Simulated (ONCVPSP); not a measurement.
# Building the ONCV potential for Au (LDA (Perdew-Zunger), scalar-relativistic).

- Element: Au (Z = 79)
- Generator: ONCVPSP 4.0.1
- Type: optimised norm-conserving Vanderbilt (ONCV)
- Functional: LDA (Perdew-Zunger)
- Relativity: scalar-relativistic
- Frozen core: [Kr] 4d10 4f14
- Valence charge: 19
- Reference configuration: 5s2 5p6 5d10 6s0.75 6p0.25
- Partial waves: 5s+6s: rc 1.55 bohr, ncon 5, nbas 8, qcut 8.5 1/bohr, 2 projectors; 5p+6p: rc 2.10 bohr, ncon 4, nbas 7, qcut 5.9 1/bohr, 3 projectors, debl 2.9 Ha; 5d: rc 1.75 bohr, ncon 4, nbas 9, qcut 10.3 1/bohr, 2 projectors, debl 2.2 Ha
- Local potential: polynomial inside 1.00 bohr (lpopt 1, dvloc0 4 Ha)
- Core correction: none

All-electron outer shells of the reference configuration (LDA (Perdew-Zunger), scalar-relativistic, ld1.x):

```csv
shell,level (eV),outermost node (bohr),outermost maximum (bohr)
4d,-326.46,0.20,0.41
5s,-109.37,0.48,0.84
4f,-82.17,–,0.37
5p,-60.65,0.52,0.96
5d,-7.69,0.56,1.21
6s,-6.53,1.11,2.29
6p,-1.26,1.32,3.47
```

Problem. Estimate the cutoffs (Ha) at which the residual kinetic energy of the hardest occupied pseudo-wave falls to 1 and 0.1 mHa per electron.

Solution. 30 Ha and 34 Ha.

Problem. What does a ghost test show?

Solution. No bound ghost flagged; GHOST(+) flagged for s at 270.9 eV.

Its largest configuration-test error is -124 meV (5s2 5p5 5d10 6s1 6p0). 1 of 4 tests not solved or not reliable.
